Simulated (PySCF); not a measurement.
## C6H10NO: g tensor and hyperfine couplings

Species: C6H10NO (doublet state).
Z-matrix (Å and degrees, GFN2-xTB geometry), rows numbered from 1:
```
N 
C   1  1.2163
C   2  1.4740  1  141.58
C   3  1.5318  2  112.79  1   152.73
C   4  1.5208  3  111.46  2   -65.48
C   5  1.5348  4  116.44  3    73.58
O   6  1.4302  5   91.51  4   116.76
C   7  1.4274  6   92.43  5    -0.25
H   1  1.0244  2  128.59  3    -1.30
H   3  1.0998  2  110.39  1    29.65
H   3  1.0941  2  106.31  1   -87.57
H   4  1.0931  3  109.39  2   173.97
H   4  1.0916  3  109.30  2    55.64
H   5  1.0916  4  110.34  3   -58.01
H   6  1.0940  5  114.97  4     1.32
H   6  1.0930  5  115.97  4  -128.01
H   8  1.0938  5  115.92  4   127.70
H   8  1.0944  5  115.21  4    -1.96
```

The hyperfine couplings belong to this conformer and change with its torsions.

As a line formula: `O1CC(CC/[C]=N\[H])C1` [radical].

Level of theory: PySCF 2.14.0, UKS B3LYP, pcH-1 on C H N O, non-relativistic, mean-field spin-orbit, GIAO. Geometry: GFN2-xTB, one conformer, isolated molecule. Couplings are sensitive to structure, and on GFN2-xTB geometries they can be far from those on DFT ones. No stability test was run, so a lower SCF solution isn't excluded.

| Property | Result |
| --- | --- |
| g1, g2, g3 | 1.99952, 2.00219, 2.00298 |
| g_iso | 2.00157 |
| Form of g | rhombic: the two nearest values differ by 23 % of g3 − g1 |
| ⟨S²⟩ | 0.7539 (exact 0.7500) |
| Total energy | -364.53137 Eh |

Hyperfine couplings atom by atom, in MHz; T1 to T3 are the principal values of the dipolar part:

| atom | isotope | a_iso | T1 | T2 | T3 | Mulliken spin population |
| --- | --- | --- | --- | --- | --- | --- |
| N1 | 14N | 128.5 | -9.6 | -5.5 | 15.0 | 0.12 |
| C2 | 13C | 390.9 | -55.8 | -49.3 | 105.0 | 0.68 |
| C3 | 13C | 102.5 | -9.7 | -8.2 | 17.9 | 0.01 |
| C4 | 13C | 13.8 | -1.6 | -0.9 | 2.5 | 0.00 |
| C5 | 13C | -0.4 | -0.6 | -0.5 | 1.0 | 0.00 |
| C6 | 13C | 10.5 | -1.7 | -0.8 | 2.5 | 0.01 |
| O7 | 17O | -1.2 | -1.5 | 0.7 | 0.8 | 0.00 |
| C8 | 13C | -0.1 | -0.2 | -0.2 | 0.4 | 0.00 |
| H9 | 1H | 236.1 | -8.4 | -3.7 | 12.2 | 0.12 |
| H10 | 1H | 57.7 | -6.6 | -2.0 | 8.6 | 0.05 |
| H11 | 1H | -2.8 | -7.1 | -4.3 | 11.4 | 0.00 |
| H12 | 1H | -2.1 | -2.1 | -1.5 | 3.6 | 0.00 |
| H13 | 1H | -1.3 | -4.3 | -2.6 | 6.9 | 0.01 |
| H14 | 1H | 0.5 | -1.8 | -1.1 | 2.9 | 0.00 |
| H15 | 1H | 4.4 | -6.6 | -4.1 | 10.7 | 0.00 |
| H16 | 1H | 1.1 | -1.9 | -1.4 | 3.4 | 0.00 |
| H17 | 1H | 0.9 | -0.5 | -0.5 | 1.0 | 0.00 |
| H18 | 1H | 0.3 | -0.7 | -0.6 | 1.4 | 0.00 |

Largest spin populations (Mulliken): C2 (+0.68), N1 (+0.12) and H9 (+0.12). C2 is the only atom above +0.15.

Axes: g1 points within 1° of the N1–C2 bond.

Under fast tumbling the dipolar parts average out, and these isotropic splittings remain: 1 × 1H (H9, I = 1/2, 2 lines) with 8.43 mT, 1 × 14N (N1, I = 1, 3 lines) with 4.59 mT, 2 × 1H (H10/H11, I = 1/2, 3 lines) with 0.98 mT, 2 × 1H (H15/H18, I = 1/2, 3 lines) with 0.08 mT, 2 × 1H (H12/H13, I = 1/2, 3 lines) with 0.06 mT and 2 × 1H (H16/H17, I = 1/2, 3 lines) with 0.04 mT.

Nuclei that the bonding pattern makes equivalent are averaged, as if the motion that swaps them (rotation, inversion, ring flip) were fast. The 1H value of +27.4 MHz is a mean of couplings from -2.8 to 57.7 MHz in this one geometry, not an average over conformers.

The 13C coupling of C2 (390.9 MHz) shows only in satellite lines or after enrichment, since that isotope makes up about 1.07 % of natural carbon.
